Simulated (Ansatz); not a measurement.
C2H2Br2, singlet, geometry from GFN2-xTB; HF/6-31G* (Ansatz, a first-principles code).

Input for Ansatz:
Ansatz 0.2 input:
```yaml
crystal:
  periodic: [false, false, false]
  atoms:
    - {symbol: C, position_ang: [-2.02730450, -0.24144555, 0.01271015]}
    - {symbol: C, position_ang: [-0.71699809, -0.08539220, 0.00449521]}
    - {symbol: Br, position_ang: [0.49695893, -1.53674115, 0.09972488]}
    - {symbol: Br, position_ang: [0.12087873, 1.61032366, -0.10359840]}
    - {symbol: H, position_ang: [-2.68837901, 0.60600771, -0.04282804]}
    - {symbol: H, position_ang: [-2.47012354, -1.22036904, 0.07516918]}
basis:
  gaussian:
    orbitals: 6-31G*
hamiltonian:
  xc: hf
```

**Question.** Write the output that Ansatz gives for this input, abridged.

**Answer.** 
```
Functional definition: HF
1012 factors; integrals over basis functions are off by at most 1.6e-3 eV
mean field evaluation 1: about -142070.5353 eV, gradient 2.5e1 eV
mean field evaluation 2: about -142070.5639 eV, gradient 2.5e1 eV
mean field evaluation 4: about -142072.4860 eV, gradient 2.9e0 eV
mean field evaluation 8: about -142072.5454 eV, gradient 1.3e-1 eV
mean field -142072.54545640 eV, -5221.0697452925 hartree, gradient 1.7e-5 eV, S^2 0.000000; 0 other end points of the search recorded, 0 dependent functions left out
reference -142072.54545640 eV, -5221.0697452925 hartree; 42, 42 occupied and 62, 62 virtual orbitals, 1012 factors
Total energy: -142072.54545640 eV, -5221.0697452925 hartree
```
